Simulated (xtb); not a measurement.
SiFHI2, SMILES [SiH](I)(I)F. All values are semi-empirical tight-binding results from xtb (GFN2-xTB unless named), good for trends rather than for accurate numbers. Geometry optimised at GFN2-xTB.

```json
{
  "point_group_as_xtb_finds_it": "Cs",
  "orbital_gap": "5.35 eV",
  "zero_point_energy": "8.4 kcal/mol",
  "G − E(el) at 298.15 K (modified RRHO)": "-12.7 kcal/mol",
  "static polarisability (D4 model)": "95.5 bohr³",
  "solvation energy, GFN2-xTB/ALPB(water)": "-1.6 kcal/mol",
  "solvation energy, GFN2-xTB/ALPB(methanol)": "-5.4 kcal/mol"
}
```
